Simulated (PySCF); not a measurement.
**C3H8NOSi2: g tensor and hyperfine couplings**

Species: C3H8NOSi2 (doublet state).
Geometry (GFN2-xTB, Å), atoms numbered from 1 in this order:
```
atom  x, y, z in Å
O1     1.3432    1.3171    0.8793
C2     2.0120    0.8013    0.0153
N3     1.5688   -0.1304   -0.8346
Si4   -0.1045   -0.7032   -0.7405
C5    -1.2825    0.7908   -0.6644
Si6   -1.3752    0.6019    1.2663
C7    -0.5271   -1.1334    1.0657
H8     3.0748    1.0786   -0.1325
H9     2.2194   -0.4872   -1.5124
H10   -0.1405   -1.6894   -1.8229
H11   -2.2410    0.6271   -1.1522
H12   -0.8842    1.7274   -1.0429
H13   -2.7628    0.5063    1.7646
H14    0.3196   -1.3379    1.7139
H15   -1.2244   -1.9610    1.1755
```

The hyperfine couplings belong to this conformer and change with its torsions.

Identity: `O=CN[SiH]1C[SiH]C1` [radical].

Level of theory: UKS B3LYP, pcH-1 on C H N O Si, non-relativistic, mean-field spin-orbit, GIAO (PySCF 2.14.0). Isolated species at its GFN2-xTB geometry (one conformer only). The geometry wasn't refined by DFT: couplings that depend on bond lengths, twists or pyramidal angles can differ widely from those at the functional's own minimum, by a factor of two or more for some ions and for spin on atoms past the first row. The SCF solution wasn't tested for stability.

| Quantity | Value |
| --- | --- |
| g1, g2, g3 | 2.00207, 2.00282, 2.00431 |
| g_iso | 2.00307 |
| Form of g | rhombic: the two nearest values differ by 33 % of g3 − g1 |
| ⟨S²⟩ | 0.7514 (exact 0.7500) |
| HOMO–LUMO gap, α and β orbitals | 4.70, 5.36 eV |
| Total energy | -828.13401 Eh |
| Basis functions | 275 |

Isotropic coupling and dipolar principal values T1 to T3, in G; ρ(0) is the spin density at the nucleus (MHz turned into gauss with g_iso; 10 G = 1 mT):

```csv
atom,isotope,a_iso,of which spin–orbit,T1,T2,T3,Mulliken spin population,ρ(0) (bohr⁻³)
O1,17O,-12.3,0.0,-2.5,1.2,1.4,0.01,0.0570
C2,13C,0.5,0.0,-0.4,-0.2,0.5,0.00,0.0014
N3,14N,-0.1,0.0,-0.1,0.0,0.1,0.00,-0.0011
Si4,29Si,-3.5,0.0,-0.3,0.1,0.3,0.00,0.0111
C5,13C,3.7,0.0,-1.6,-1.3,2.9,0.01,0.0091
Si6,29Si,-246.9,0.4,-58.7,28.5,30.2,0.88,0.7800
C7,13C,3.7,0.0,-1.6,-1.3,2.9,0.01,0.0091
H8,1H,2.0,0.0,-0.3,-0.3,0.6,0.00,0.0013
H9,1H,0.0,0.0,-0.3,-0.2,0.5,0.00,0.0000
H10,1H,4.5,0.0,-0.3,-0.2,0.6,0.01,0.0028
H11,1H,6.3,0.0,-1.3,0.0,1.3,0.01,0.0040
H12,1H,5.0,0.0,-1.5,-1.0,2.4,0.00,0.0031
H13,1H,42.4,0.0,-3.1,0.3,2.8,0.06,0.0266
H14,1H,5.0,0.0,-1.5,-1.0,2.4,0.00,0.0032
H15,1H,6.3,0.0,-1.3,0.0,1.3,0.01,0.0040
```

The largest Mulliken spin population is on Si6 (+0.88). The angles at Si6 add up to 313.4°, so it is pyramidal.

Under fast tumbling the dipolar parts average out, and these isotropic splittings remain: 1 × 1H (H13, I = 1/2, 2 lines) with 4.24 mT, 2 × 1H (H11/H15, I = 1/2, 3 lines) with 0.63 mT, 2 × 1H (H12/H14, I = 1/2, 3 lines) with 0.50 mT, 1 × 1H (H10, I = 1/2, 2 lines) with 0.45 mT and 1 × 1H (H8, I = 1/2, 2 lines) with 0.20 mT.

The 13C coupling of C5/C7 (mean 10.3 MHz) shows only in satellite lines or after enrichment, since that isotope makes up about 1.07 % of natural carbon.

The 17O coupling of O1 (-34.6 MHz) shows only in satellite lines or after enrichment, since that isotope makes up about 0.038 % of natural oxygen.

Examples of negative spin density at the nucleus (bohr⁻³): N3 (-0.0011).

Time: 91 s wall (grids of density and orbitals included); peak memory 0.97 GiB. Hardware: Arm Neoverse V2, one thread, no GPU, shared host.
